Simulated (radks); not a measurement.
The numbers below are computed, except where a source is named.
Q: Neutral europium: order these configurations by energy. Code: a radial shooting solver on a logarithmic mesh with Libxc functionals. Model: scalar-relativistic Kohn-Sham, PBE, spin-polarised, spherical densities, finite nucleus; Fermi nuclear charge, rms radius of each element as measured or else 0.836 A^(1/3) + 0.57 fm. Open shells are filled with parallel spins first. [Xe] 4f6 5d1 6s2; [Xe] 4f6 6s2 6p1; [Xe] 4f7 5d1 6s1; [Xe] 4f7 6s1 6p1; [Xe] 4f7 6s2.

A: From the lowest, in eV above it: [Xe] 4f7 6s2 0.000; [Xe] 4f7 5d1 6s1 1.348; [Xe] 4f7 6s1 6p1 1.803; [Xe] 4f6 5d1 6s2 4.566; [Xe] 4f6 6s2 6p1 6.687.
